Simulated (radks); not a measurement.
Results of a calculation; reference values are marked as such.
All-electron atom: Bi LXXI in [Ne] 3s2 3p1. Code: a radial shooting solver on a logarithmic mesh with Libxc functionals. Model: Dirac Kohn-Sham, PBE, spin-unpolarised, spherical densities, point nucleus; open shells are shared between the two j in proportion to 2j + 1.

Radial electron density D(r) = 4 pi r^2 rho(r):

| r (bohr) | D(r) (e/bohr) |
|---|---|
| 0.001429 | 22.31 |
| 0.001598 | 25.91 |
| 0.001773 | 29.69 |
| 0.001983 | 34.25 |
| 0.0022 | 38.96 |
| 0.002442 | 44.15 |
| 0.002731 | 50.26 |
| 0.00303 | 56.40 |
| 0.003389 | 63.47 |
| 0.003761 | 70.37 |
| 0.004173 | 77.50 |
| 0.004668 | 85.28 |
| 0.005179 | 92.41 |
| 0.005793 | 99.73 |
| 0.006428 | 106.0 |
| 0.007132 | 111.3 |
| 0.007978 | 115.9 |
| 0.008852 | 118.8 |
| 0.009901 | 120.2 |
| 0.01099 | 119.8 |
| 0.01229 | 117.6 |
| 0.01363 | 114.2 |
| 0.01513 | 110.0 |
| 0.01692 | 105.1 |
| 0.01878 | 101.1 |
| 0.021 | 98.36 |
| 0.0233 | 97.96 |
| 0.02586 | 100.1 |
| 0.02892 | 105.4 |
| 0.03209 | 112.5 |
| 0.0359 | 121.2 |
| 0.03983 | 128.6 |
| 0.04455 | 133.4 |
| 0.04943 | 133.4 |
| 0.05485 | 127.7 |
| 0.06135 | 115.4 |
| 0.06808 | 99.48 |
| 0.07614 | 80.02 |
| 0.08449 | 62.68 |
| 0.09375 | 48.47 |
| 0.1049 | 38.10 |
| 0.1164 | 32.82 |
| 0.1301 | 30.12 |
| 0.1444 | 28.28 |
| 0.1602 | 25.49 |
| 0.1792 | 20.79 |
| 0.1989 | 15.40 |
| 0.2224 | 9.717 |
| 0.2468 | 5.505 |
| 0.2761 | 2.529 |
| 0.3063 | 1.038 |
| 0.3399 | 0.3569 |
| 0.3802 | 0.09096 |
| 0.4218 | 0.02049 |
| 0.4718 | 0.003165 |
| 0.5236 | 0.0004271 |

D(r) has 2 maxima, at r = 0.0101, 0.0467 bohr, and minima at 0.0226 bohr, inside which lie 2.13 electrons.
